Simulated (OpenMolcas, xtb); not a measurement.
## C2H7NSi (SMILES C=N[SiH2]C): the vertical ionisation energy, rung by rung

C2H7NSi has 11 atoms, charge 0, and is taken as a singlet. SMILES: `C=N[SiH2]C`. The shape is that of a PBE0-D4/def2-TZVP optimisation. This is one conformer, not always the lowest.

Each level gives the vertical ionisation energy (to the doublet cation) (eV). The values are calculated.

```
                                                       level                   kind     program  value (eV)  less CCSD(T)/6-31G*
                                                    GFN2-xTB         semi-empirical         xtb       13.45                +4.54
                             HF/6-31G* (spherical functions)           Hartree–Fock  OpenMolcas        8.09                -0.82
                          SVWN5/6-31G* (spherical functions)                    LDA  OpenMolcas        9.09                +0.18
                           BLYP/6-31G* (spherical functions)                    GGA  OpenMolcas        8.85                -0.06
                         revPBE/6-31G* (spherical functions)                    GGA  OpenMolcas        8.93                +0.02
                         r2SCAN/6-31G* (spherical functions)               meta-GGA  OpenMolcas        9.04                +0.13
                          B3LYP/6-31G* (spherical functions)          global hybrid  OpenMolcas        9.17                +0.26
CCSD(T)/6-31G* (spherical functions), open shells restricted  coupled cluster or CI  OpenMolcas        8.91                 0.00
```

CCSD(T)/6-31G* (spherical functions), open shells restricted is the highest level here, not the true value. The values span 8.09 to 13.45 eV. The xTB values lack the empirical shift that such differences need. Spin contamination of the reference (⟨S²⟩ at least 0.1 too high) touches HF/6-31G*.
